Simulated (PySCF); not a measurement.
Molecule: `C1=CC(OC)=CO1`, C5H6O2.

Geometry:
```
atom   x (Å)   y (Å)   z (Å)
  C1  -2.032   0.054  -0.077
  O2  -0.948   0.897  -0.349
  C3   0.266   0.367  -0.142
  C4   1.485   1.082  -0.366
  C5   2.478   0.208  -0.044
  O6   1.974  -0.971   0.354
  C7   0.620  -0.883   0.298
  H8  -2.011  -0.848  -0.715
  H9  -2.040  -0.264   0.982
 H10  -2.948   0.621  -0.288
 H11   1.581   2.105  -0.719
 H12   3.562   0.289  -0.052
 H13   0.062  -1.766   0.593
```

Geometry PBE0-D3(BJ)/def2-SVP throughout; GIAO in PySCF 2.14.0 with density-fitted response routines, gas phase, one conformer, non-relativistic; equivalent atoms averaged; basis pcSseg-1.

Task: How do the shifts δ (against TMS, H2O at the same level) depend on the functional? (a selection of nuclei; ppm; last column core-seconds on shared hosts with different chips, so compare them loosely; the GGAs took longer than the global hybrids here, which isn't the general rule, and the cause wasn't traced)

Result: 
```
functional                    kind     C3     C5     C7     C4    C1     O6    O2   H12   H11  core-s
       PBE                     GGA  155.5  141.8  120.1  106.5  58.1  279.9  89.1  7.02  6.18      22
      BLYP                     GGA  157.7  143.0  121.0  107.1  58.8  282.8  92.6  6.96  6.11      22
       KT2                     GGA  148.9  135.7  114.9   99.8  57.1  263.8  80.2  7.06  6.15      19
       KT3                     GGA  145.8  133.1  113.3   98.5  56.2  260.9  82.2  7.03  6.10      22
     B3LYP           global hybrid  158.9  146.4  123.6  109.4  57.4  276.5  79.4  7.08  6.24      14
      PBE0           global hybrid  156.9  145.7  123.1  109.0  56.5  271.8  73.2  7.16  6.34      14
 CAM-B3LYP  range-separated hybrid  161.4  150.2  126.5  112.0  57.0  274.2  71.9  7.15  6.34      17
   wB97X-D  range-separated hybrid  158.2  147.6  124.3  110.1  56.9  265.9  66.4  7.18  6.35      16
```

Task: Which nucleus among those listed moves most, in ppm?

Result: O2 (ether oxygen): from 66.4 ppm with wB97X-D to 92.6 ppm with BLYP. The smallest spread is 0.21 ppm, at H12. Proton shifts span only some 12 ppm, so a few tenths of a ppm matter as much there as several ppm in carbon.
